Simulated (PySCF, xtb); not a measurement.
Si(H)2(Me)(OMe) (C2H8OSi), SMILES CO[SiH2]C.

xtb with GFN2-xTB at its own geometry gives an orbital gap of 6.55 eV and a dipole moment of 0.96 D.

Geometry: PBE0-D3(BJ)/def2-SVP. Other conformers were not sampled.

Task: What does PBE/def2-TZVP in PySCF give? (The exact figures need the calculation; the answer reports its results.)

Result: gap 6.27 eV (levels -6.41 and -0.14 eV), dipole 0.14 D.
